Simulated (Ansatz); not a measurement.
CH3ClF2Si (`C[Si](F)(F)Cl`). The species carries charge 0 and has multiplicity 1.

```xyz
8

C     0.3522   -0.8541    0.4169
Si   -0.2874    0.6517   -0.4071
F     0.6794    1.1138   -1.5709
F    -1.6960    0.3773   -1.0729
Cl   -0.5021    2.2104    0.8743
H     0.4491   -1.6660   -0.3074
H     1.3320   -0.6605    0.8574
H    -0.3271   -1.1726    1.2097
```

What are the harmonic wavenumbers in cm⁻¹ at PBE0-D4/def2-TZVP (Ansatz, finite differences of forces, unscaled)? (An estimate is asked.)

The calculation gave: 145, 183, 204, 259, 301, 340, 540, 738, 789, 813, 919, 974, 1293, 1442, 1445, 3063, 3151, 3156.

Is this a minimum?

Yes, all 18 modes are real.

Give the ideal-gas thermochemistry at 298.15 K and 1 bar (rigid rotor, harmonic oscillator; point group Cs, symmetry number 1).

Zero-point energy 118.2 kJ/mol; H(298) − E = 137.6 kJ/mol; entropy 336.0 J/(mol·K), of which translation 168.2, rotation 113.6, vibration 54.2; G(298) − E = 37.4 kJ/mol.

And at 400, 500, 600, 800 and 1000 K?


```csv
T (K),H − E (kJ/mol),S (J/mol/K),G − E (kJ/mol)
400,148.2,366.4,1.6
500,159.8,392.4,-36.4
600,172.4,415.4,-76.8
800,199.8,454.6,-163.9
1000,229.2,487.3,-258.2
```

Rotational constants (cm⁻¹)?

0.1251, 0.0797, 0.07631.
